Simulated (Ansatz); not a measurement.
[InFH3]- (InH₃F⁻) was relaxed with B3LYP-D4 (def2-TZVPD) in Ansatz in these states: charge -1 singlet, neutral doublet. The geometries follow in no particular order.

In the def2 sets In takes a core potential; there is no spin–orbit coupling.

A:

Cartesian coordinates in Å:
```
In 0.099 -0.287 -0.011
F 1.483 0.455 1.185
H -1.435 0.680 0.337
H 0.238 -1.941 -0.375
H -0.385 1.094 -1.135
```

B:

```
atom    x (Å)    y (Å)    z (Å)
 In1   0.0704   0.1191   0.0388
  F2  -0.9440  -1.5964  -0.5206
  H3   1.4399   0.2219  -1.0928
  H4   0.5530  -0.1731   1.7266
  H5  -1.1194   1.4285  -0.1520
```

Q: Judge from the bond lengths which geometry belongs to which state (an estimate).

A: A is the neutral doublet (In1–F2 1.974 Å, In1–H4 1.699 Å, In1–H3 1.846 Å); B is the charge -1 singlet (In1–F2 2.070 Å, In1–H4 1.780 Å, In1–H3 1.780 Å).
